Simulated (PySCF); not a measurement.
A GIAO shielding run with PySCF 2.14 (density fitting, non-relativistic, gas phase) on `CCC[SiH2][SiH2][SiH2][SiH3]`, C3H16Si4:

```
$ OMP_NUM_THREADS=1 python probes_run.py task.json out

{"job": {"kind": "nmr", "xc": "KT3", "basis": "pcSseg-1", "pop": false}, "charge": 0, "multiplicity": 1}
C     -4.466910    -0.844312     0.397079
C     -3.086719    -0.374705     0.832045
C     -2.051512    -0.427113    -0.291095
Si    -0.314192     0.115380     0.219165
Si     1.207460     0.015437    -1.563700
Si     3.293936     0.807705    -0.844175
Si     3.974542    -0.463192     1.006440
H     -4.437768    -1.885250     0.036287
H     -4.858824    -0.221856    -0.423266
H     -5.189992    -0.797899     1.225944
H     -2.739709    -0.988214     1.681885
H     -3.154270     0.656905     1.219456
H     -2.370467     0.209027    -1.136207
H     -1.978395    -1.451457    -0.698637
H      0.202657    -0.764976     1.317428
H     -0.337449     1.518044     0.747887
H      1.364757    -1.406960    -2.011761
H      0.708460     0.814388    -2.729621
H      3.165045     2.242827    -0.433696
H      4.318675     0.718222    -1.932951
H      4.046397    -1.908357     0.626478
H      2.975534    -0.310666     2.109062
H      5.314970    -0.029330     1.508208
```

Hardware: 1 thread of an Arm Neoverse N1, shared host.

Question: How large is the calculation?

Answer: 90 electrons, 227 basis functions and 1273 auxiliary functions.

Question: How long does it take, and how much memory does it need?

Answer: 95 s of wall time, with 14 SCF cycles; peak memory 0.97 GiB. Times on a shared host scatter by some tens of per cent.

Question: And these other runs on the same molecule and hardware: GIAO shielding at PBE0/pcSseg-1?

Answer: PBE0/pcSseg-1: 227 functions, 110 s.
